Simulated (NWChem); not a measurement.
System: HSeBr; SMILES [SeH]Br

```xyz
3

Se     0.0333    -1.1528     0.0000
H     -1.4366    -1.2725     0.0000
Br     0.0206     1.1730     0.0000
```
Atoms are numbered in this order, from 1.

Computed with NWChem. Structure relaxed at the PBE0/def2-SVP level. GIAO values for the isolated, static molecule; σ is the absolute isotropic shielding, δ = σ(reference) − σ with the isolated reference molecule computed at the same levels (1H: tetramethylsilane). Spin-orbit effects, on the heavy nuclei and on their neighbours, are missing.

Problem. Predict the results for KT2/pcSseg-1. Quantities: σ Se1 (ppm); δ H2 (ppm); σ Br3 (ppm).

Solution. 
| Property | Value |
|---|---|
| σ Se1 (ppm) | 1191.8 |
| δ H2 (ppm) | 5.17 |
| σ Br3 (ppm) | 2543.3 |
